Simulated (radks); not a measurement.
Results of a calculation; reference values are marked as such.
Question: Ar4+, configuration [Ne] 3s2 3d2 (not the ground configuration). Level of theory: Dirac Kohn-Sham, HCTH/407, spin-unpolarised, spherical densities, point nucleus; open shells fill j = l - 1/2 first (a radial shooting solver on a logarithmic mesh with Libxc functionals).

Spin-orbit splittings of the eigenvalues, e(l+1/2) - e(l-1/2), with zeta = 2 splitting/(2l+1) and mean radii in bohr:

shell  occ.  splitting (eV)  zeta (eV)  <r> j=l-1/2  <r> j=l+1/2
2p        6           2.279      1.519       0.3710       0.3734
3p        0               ?          ?        1.320        1.325
3d        2         0.02347   0.009388        1.474        1.475
4d        0        0.007717   0.003087        3.462        3.463

Estimate the 3p splitting.

Answer: 0.2794 eV (zeta = 0.1863 eV).
